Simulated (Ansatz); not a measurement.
## C2H8NSb: structure from calculated spectroscopic constants

These gas-phase data were calculated for one isomer of C2H8NSb at B3LYP-D3(BJ)/def2-SVP (harmonic, unscaled wavenumbers; equilibrium rotational constants with average atomic masses):

| Quantity | Value |
| --- | --- |
| rotational constants | 5.86, 2.709, 2.008 GHz |
| all wavenumbers above 1500 cm⁻¹ | 3591, 3498, 3118, 3099, 3086, 3045, 3016, 1851, 1547 |
| dipole moment | 0.48 D (PBE0/def2-TZVPD) |

Candidates:

(1) `C[CH2][SbH][NH2]`, a singlet
(2) `[CH3][Sb]([CH3])[NH2]`, a singlet

Task: Which structure fits?

Result: Candidate (1). 5 modes lie between 2750 and 3290 cm⁻¹, one for each C–H bond, while (2) has 6.

The same quantities for all candidates:

|  | rotational constants (GHz) | wavenumbers above 1500 cm⁻¹ | dipole (D) | E above the lowest, B3LYP-D3(BJ)/def2-SVP (kcal/mol) |
| --- | --- | --- | --- | --- |
| (1) | 5.86, 2.709, 2.008 | 3591, 3498, 3118, 3099, 3086, 3045, 3016, 1851, 1547 | 0.48 | 4.4 |
| (2) | 3.874, 3.687, 2.98 | 3581, 3483, 3156, 3146, 3144, 3136, 3039, 3031, 1542 | 1.23 | 0.0 |

Harmonic stretches to hydrogen usually lie a few per cent above observed fundamentals. Each candidate is one conformer. Atoms past krypton carry core potentials. Programs: Ansatz 0.2.0.
